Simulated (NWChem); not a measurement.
Molecule: TeF4; SMILES F[Te](F)(F)F

Results from NWChem. STO-3G and 3-21G are far too small for this property and stand as cheap habits. Geometry: optimised at PBE0/def2-SVP. def2 effective core potentials on Te; no spin-orbit coupling. B3LYP is NWChem's, with the RPA form of VWN correlation. Field at 589 nm.

| level | isotropic polarisability (bohr³) | anisotropy (bohr³) |
|---|---|---|
| B3LYP/STO-3G (all-electron, non-relativistic) | [?] | [?] |
| B3LYP/def2-SVP (core potentials) | 31.1 | 9.7 |
| B3LYP/def2-SVPD (core potentials) | 41.4 | 10.3 |

Question: Some entries are withheld; supply them.

Answer: 
- B3LYP/STO-3G (all-electron, non-relativistic), isotropic polarisability (bohr³): 19.8
- B3LYP/STO-3G (all-electron, non-relativistic), anisotropy (bohr³): 15.6
